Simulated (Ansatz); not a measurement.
Job for Ansatz (a first-principles code): R-PBE/def2-TZVPP on O3W (SMILES [O]=[W](=[O])=[O]), atoms moved off the minimum. Elements past Kr take the def2 small-core potentials; no spin–orbit coupling.

Ansatz 0.2 input:
```yaml
crystal:
  periodic: [false, false, false]
  atoms:
    - {symbol: W, position_ang: [0.08319176, 0.12790268, 0.11987335]}
    - {symbol: O, position_ang: [1.10290492, -0.72957511, -0.92107290]}
    - {symbol: O, position_ang: [-0.73823463, -1.07242658, 0.98304138]}
    - {symbol: O, position_ang: [-1.22515953, 0.86022761, -0.94447658]}
basis:
  gaussian:
    orbitals: def2-TZVPP
hamiltonian:
  xc: {name: PBE}
scf: {lower_state_search: off}
output: {forces: true}
```

The head of its log:

```
WARN ansatz: RAYON_NUM_THREADS=4 ignored (pool sized by the plan → 4); use --threads N
Functional definition: PBE
these checks for a lower state are left out or cut short: stability, starts, cluster_reference, orbital_swaps, neighbouring_geometries, increment
integrals: 0.05 GiB planned
788 factors; their error is unknown
mean field: 0.46 GiB planned
mean field evaluation 1: about -7937.6543 eV, gradient 1.3e2 eV
mean field evaluation 2: about -7486.8762 eV, gradient 4.4e2 eV
```

Q: Predict the final total energy.

A: -292.7885 hartree.
